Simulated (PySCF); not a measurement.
Species: SiCl2(SBu)2, C₈H₁₈Cl₂S₂Si.
Numbering: `[CH3:1][CH2:2][CH2:3][CH2:4][S:5][Si:6]([Cl:7])([Cl:8])[S:9][CH2:10][CH2:11][CH2:12][CH3:13]` (hydrogens: H14, H15, H16 on C1; H17, H18 on C2; H19, H20 on C3; H21, H22 on C4; H23, H24 on C10; H25, H26 on C11; H27, H28 on C12; H29, H30, H31 on C13)

Structure used (PBE0-D3(BJ)/def2-SVP), in Å, numbered top down from 1:
```xyz
31
C8H18Cl2S2Si angstrom
C     -5.8218   -0.3529    0.0388
C     -4.3142   -0.2811   -0.1370
C     -3.7285    1.0595    0.2853
C     -2.2200    1.1613    0.1371
S     -1.7446    1.0610   -1.6412
Si     0.3179    0.7000   -1.4336
Cl     1.0797    0.7095   -3.3454
Cl     1.2886    2.2075   -0.3933
S      0.5930   -1.1320   -0.4103
C      2.2898   -0.9806    0.2652
C      3.3831   -0.9829   -0.7884
C      4.7903   -0.9838   -0.1960
C      5.1285    0.2543    0.6223
H     -6.2180   -1.3292   -0.2782
H     -6.3304    0.4210   -0.5583
H     -6.1131   -0.2010    1.0908
H     -4.0500   -0.4758   -1.1901
H     -3.8278   -1.0839    0.4449
H     -4.2108    1.8765   -0.2799
H     -3.9642    1.2467    1.3481
H     -1.7171    0.3441    0.6775
H     -1.8436    2.1174    0.5277
H      2.3216   -0.0790    0.8930
H      2.3828   -1.8530    0.9316
H      3.2646   -0.1007   -1.4408
H      3.2480   -1.8618   -1.4393
H      4.9269   -1.8896    0.4215
H      5.5088   -1.0790   -1.0269
H      4.9639    1.1737    0.0377
H      4.5141    0.3313    1.5327
H      6.1813    0.2446    0.9422
```

The closed-shell ground state was solved at several levels (PySCF, density fitting, gas phase, non-relativistic).

```json
{"level": "PBE0/pcSseg-1", "basis functions": "346", "HOMO (eV)": "-7.41", "LUMO (eV)": "-0.37", "gap (eV)": "7.04", "dipole (D)": "2.82"}
{"level": "wB97X-D/pcSseg-1", "basis functions": "346", "HOMO (eV)": "-9.28", "LUMO (eV)": "1.33", "gap (eV)": "10.61", "dipole (D)": "2.86"}
```

What might B3LYP/def2-SVPD (436 basis functions) give for the same quantities?

HOMO -7.08 eV, LUMO -0.75 eV, gap 6.33 eV, dipole 2.63 D.

Over all these levels, which gives the widest orbital gap and which the narrowest?

wB97X-D/pcSseg-1 (range-separated hybrid) has the widest, 10.61 eV, and B3LYP/def2-SVPD (global hybrid, 20 % exact exchange) the narrowest, 6.33 eV. Functional and basis both differ between the two, so the spread mixes both effects.

How far do the dipole and the HOMO energy spread over the levels?

The dipole runs from 2.63 to 2.86 D (mean 2.77 D) and the HOMO from -9.28 to -7.08 eV.

One conformer stands for the species.
